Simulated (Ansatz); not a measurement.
Ideal-gas functions of BH$_{5}$OSSi, SMILES `BO[SiH2]S` at 600 K and 1 bar, from an Ansatz frequency run at PBE0-D4/def2-TZVP.

Molar mass 92.0 g/mol, point group C1 (symmetry number 1), electronic degeneracy 1, moments of inertia 45.967, 213.969, 238.173 u Å². Harmonic wavenumbers (cm⁻¹, unscaled): 45, 169, 206, 229, 309, 514, 531, 737, 764, 807, 894, 935, 1022, 1059, 1226, 1382, 2250, 2268, 2541, 2640, 2709.

Use S(trans) = R[1.5 ln M + 2.5 ln T − 1.1517]; rotational temperatures θ = 24.2544 K / I; S(rot) = R[ln(√π/σ · √(T³/θAθBθC)) + 1.5]; for each mode x = 1.438777 ν̃/T, S = R[x/(eˣ − 1) − ln(1 − e⁻ˣ)] and H = RT x/(eˣ − 1); 1 cm⁻¹ = 0.0119627 kJ/mol; R = 8.31446 J/(mol·K).

Question: By hand: the entropy, in J/(mol·K).

Answer: Translation 179.8. Rotation: θ = 0.5276, 0.1134, 0.1018 K, giving 118.2. Vibration, mode by mode: 26.83, 15.88, 14.26, 13.40, 10.99, 7.08, 6.85, 4.58, 4.35, 4.01, 3.40, 3.15, 2.67, 2.49, 1.82, 1.35, 0.24, 0.23, 0.13, 0.11, 0.09, in all 123.9. Electronic 0.0. Sum 421.9 J/(mol·K).

Question: By hand: H − E and G − E in kJ/mol, counted from the electronic energy.

Answer: Zero-point energy ½ × 23237 × 0.0119627 = 139.0; thermal vibration 36.8; translation, rotation and pV give 4 RT = 20.0. H − E = 195.8 kJ/mol, and G − E = 195.8 − 600 × 421.9/1000 = -57.3 kJ/mol.

Vibration gives 29 % of the entropy, 26.8 J/(mol·K) of it from the mode under 150 cm⁻¹: soft modes count most, and the harmonic formula is weakest for them. The sum counts one conformer and one mirror image; others add a mixing term.
